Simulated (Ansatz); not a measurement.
H4BSi, SMILES `[BH-][SiH3]` (excited singlet) (charge -1, multiplicity 1). This singlet is an excited state, 0.26 eV above the relaxed triplet at the level frozen-core CCSD(T)/aug-cc-pVTZ // PBE0-D3(BJ)/def2-TZVPD (Ansatz, a quantum-chemistry and plane-wave program).

The numbers are results of frozen-core CCSDT(Q)/aug-cc-pVDZ // PBE0-D3(BJ)/def2-TZVPD run with Ansatz, not measurements.

Ansatz 0.2 input:
```yaml
crystal:
  periodic: [false, false, false]
  atoms:
    - { symbol: B, position_ang: [1.431845, -0.754339, 0.005793] }
    - { symbol: Si, position_ang: [-0.432421, 0.019809, -0.089693] }
    - { symbol: H, position_ang: [2.243915, 0.16783, 0.065785] }
    - { symbol: H, position_ang: [-1.45554, -0.854637, -0.772381] }
    - { symbol: H, position_ang: [-0.907182, 1.402757, -0.566824] }
    - { symbol: H, position_ang: [-0.880618, 0.018579, 1.357321] }
basis:
  gaussian: { orbitals: aug-cc-pVDZ }
correlation:
  method: ccsdt_q
total_charge: -1
```

Output:

```
Functional definition: HF
1473 factors; integrals over basis functions are off by at most 1.5e-7 eV
mean field evaluation 1: about -8592.7125 eV, gradient 1.4e1 eV
mean field evaluation 2: about -8592.7126 eV, gradient 1.4e1 eV
mean field evaluation 4: about -8594.0440 eV, gradient 1.6e0 eV
mean field evaluation 8: about -8594.0771 eV, gradient 3.3e-3 eV
mean field evaluation 16: about -8594.0766 eV, gradient 1.7e-1 eV
mean field evaluation 32: about -8585.6498 eV, gradient 2.7e0 eV
mean field -8594.07706877 eV, -315.8265070025 hartree, gradient 2.1e-6 eV, S^2 0.000000; 2 other end points of the search recorded, 0 dependent functions left out; unrestricted orbitals would lower it
determinant -8594.07706877 eV, -315.8265070025 hartree, with singles and doubles -8601.10693063 eV, -316.0848496611 hartree
determinant -8591.30467657 eV, -315.7246234686 hartree, with singles and doubles -8598.26571734 eV, -315.9804369985 hartree
6 core orbitals not correlated
reference -8594.07706877 eV, -315.8265070025 hartree; 6, 6 occupied and 74, 74 virtual orbitals, 1473 factors
second order -5.72573040 eV of doubles, -0.00000000 eV of singles
cycle   1  -6.61675449 eV  change   -8.9e-1 eV  update   9.5e-2
cycle   2  -7.11010430 eV  change   -4.9e-1 eV  update   4.5e-2
cycle   3  -7.27470516 eV  change   -1.6e-1 eV  update   2.6e-2
cycle   4  -7.26960613 eV  change    5.1e-3 eV  update   1.3e-2
cycle   5  -7.26895114 eV  change    6.5e-4 eV  update   9.3e-3
cycle   6  -7.27462551 eV  change   -5.7e-3 eV  update   5.4e-3
cycle   7  -7.27627954 eV  change   -1.7e-3 eV  update   3.8e-3
cycle   8  -7.27634376 eV  change   -6.4e-5 eV  update   1.9e-3
cycle   9  -7.27866890 eV  change   -2.3e-3 eV  update   1.1e-3
cycle  10  -7.27901100 eV  change   -3.4e-4 eV  update   5.6e-4
cycle  11  -7.27839778 eV  change    6.1e-4 eV  update   3.3e-4
cycle  12  -7.27838366 eV  change    1.4e-5 eV  update   2.0e-4
cycle  13  -7.27832031 eV  change    6.3e-5 eV  update   1.0e-4
cycle  14  -7.27844302 eV  change   -1.2e-4 eV  update   6.8e-5
cycle  15  -7.27853845 eV  change   -9.5e-5 eV  update   4.3e-5
cycle  16  -7.27854275 eV  change   -4.3e-6 eV  update   3.2e-5
cycle  17  -7.27850536 eV  change    3.7e-5 eV  update   2.4e-5
cycle  18  -7.27849155 eV  change    1.4e-5 eV  update   1.5e-5
cycle  19  -7.27848965 eV  change    1.9e-6 eV  update   9.9e-6
cycle  20  -7.27849323 eV  change   -3.6e-6 eV  update   6.2e-6
cycle  21  -7.27850144 eV  change   -8.2e-6 eV  update   3.6e-6
cycle  22  -7.27850448 eV  change   -3.0e-6 eV  update   2.3e-6
cycle  23  -7.27850436 eV  change    1.2e-7 eV  update   1.2e-6
perturbative correction -0.01498987 eV, -0.0005508674 hartree
Total energy: -8601.37056299 eV, -316.0945379714 hartree
```
